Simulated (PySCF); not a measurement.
Fill in the blanks.

Compound: C8H8S2Si.
Structure used (GFN2-xTB), in Å, numbered top down from 1:
```xyz
19
C8H8S2Si angstrom
Si     3.5170   -0.4923   -0.5033
S      2.3915   -1.0081    1.2471
C      0.7616   -0.7020    0.5841
C      0.0965   -1.7310   -0.0858
C     -1.1654   -1.5282   -0.6008
C     -1.7556   -0.2839   -0.4344
S     -3.3257    0.2166   -0.9911
C     -3.0842    1.7949   -0.3188
C     -1.8924    1.9447    0.2942
C     -1.0975    0.7604    0.2448
C      0.1805    0.5351    0.7561
H      4.8888   -0.7020   -0.0795
H      3.0966   -1.3768   -1.5835
H      3.2164    0.8955   -0.8348
H      0.5825   -2.6885   -0.1919
H     -1.6855   -2.3167   -1.1217
H     -3.8671    2.5202   -0.4274
H     -1.5716    2.8529    0.7721
H      0.7040    1.3184    1.2825
```

| property | level | value |
| --- | --- | --- |
| point group of the GFN2-xTB geometry | GFN2-xTB | C1 |
| rotational constants A, B, C of the GFN2-xTB geometry | GFN2-xTB | 1.992, 0.373, 0.349 GHz |
| dipole moment | PBE0/pcSseg-1 | ? |
| HOMO energy | PBE0/pcSseg-1 | ? |
| LUMO energy | PBE0/pcSseg-1 | ? |
| 13C chemical shifts (computed TMS as zero) by class | GIAO PBE0/pcSseg-1 | ? |
| 1H chemical shifts (computed TMS as zero) by class | GIAO PBE0/pcSseg-1 | ? |
| isotropic shieldings of nuclei other than C and H, by class | GIAO PBE0/pcSseg-1 | 393 (Si1), 322 (S7), 611 (S2) ppm |

Electronic properties: PySCF, gas phase, density fitting. NMR classes are plain means over equivalent atoms (diastereotopic ones count apart unless rotation or inversion swaps them), as if these changed places fast; in this geometry the members of some classes differ.

(1) Give the dipole moment.

(2) Give the HOMO energy.

(3) What are the 1H chemical shifts (computed TMS as zero) by class?

(4) The LUMO energy?

(5) The 13C chemical shifts (computed TMS as zero) by class?

Results:

(1) 1.82 D.

(2) -6.60 eV.

(3) 8.48 (H19), 8.07 (H16), 7.92 (H15), 7.48 (H18), 7.38 (H17), 4.59 (H12/H13/H14) ppm.

(4) -1.05 eV.

(5) 148.0 (C6), 144.7 (C10), 136.6 (C11), 136.5 (C8), 136.4 (C4), 135.6 (C3), 128.6 (C5), 128.1 (C9) ppm.

With B = h/(8π²I), that is 505.379 GHz u Å² over I, the principal moments of inertia are 253.7, 1355.2 and 1446.5 u Å² (most abundant isotopes); the inertial defect Ic − Ia − Ib is -162.4 u Å² (zero for a rigid planar frame, negative otherwise). A dipole of 1.82 D is allowed in C1, and pure rotational transitions are dipole-allowed. The rotational constants make it an asymmetric top with κ = (2B − A − C)/(A − C) = -0.97, nearer the prolate limit (−1). In atomic units the dipole is 0.71 e·bohr (1 au = 2.5417 D).

One conformer stands for the species.
